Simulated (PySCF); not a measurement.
SMILES c1c(B)cc(F)cc1 (C6H6BF) at its GFN2-xTB optimised geometry (Å):

```
14

B      2.4289    -0.1217     0.0012
C      0.8813    -0.1140     0.0006
C      0.1398    -1.3043     0.0000
C     -1.2429    -1.3043     0.0000
C     -1.9406    -0.1077     0.0000
C     -1.2174     1.0726     0.0002
F     -1.8889     2.2459     0.0000
C      0.1616     1.0885     0.0008
H      3.0067    -1.1374    -0.0045
H      3.0190     0.8865     0.0076
H      0.6682    -2.2459    -0.0002
H     -1.7867    -2.2373    -0.0002
H     -3.0190    -0.0784    -0.0002
H      0.6785     2.0357     0.0012
```

Computed with B3LYP/def2-TZVP in PySCF.

Map of the log10 of the electron density (e/bohr³), floored at −4 on the plane z = 1.0 Å:

```
|                         |
|                         |
|                         |
|                         |
|      .:-:.              |
|     .=+*+=::::.         |
|     -*%%#+==++-.        |
|    .=*@@%***#*+-:::.    |
|    .-*%@%%%%%#*====-:   |
|    .-+#%@@@@@%*+***+-.  |
|    -=*#@@@@@@%#*#%#*=.  |
|   :=*#%@@@%@@@%%%%%*=.  |
|   -+#%@@@%#%@@@@%%#*=.  |
|   :+*%@@@%%%@@@%%%#*=.  |
|   .-+*%@@@@@@@%#%%#*=.  |
|    .-+#@@@@@@%#**##+-.  |
|     :=#%@@%@@%*=+++=:   |
|     .=*#####%#+----:.   |
|      -+**+++**=:...     |
|      .----:-=-:.        |
|        ..   ..          |
|                         |
|                         |
|                         |
|                         |
```
Scale: ten equal steps from -4.00 (start of ' ') to -1.46 (end of '@'), in the order ' .:-=+*#%@'; x runs from -5.50 to 5.50, y from -5.50 (bottom) to 5.50 (top).
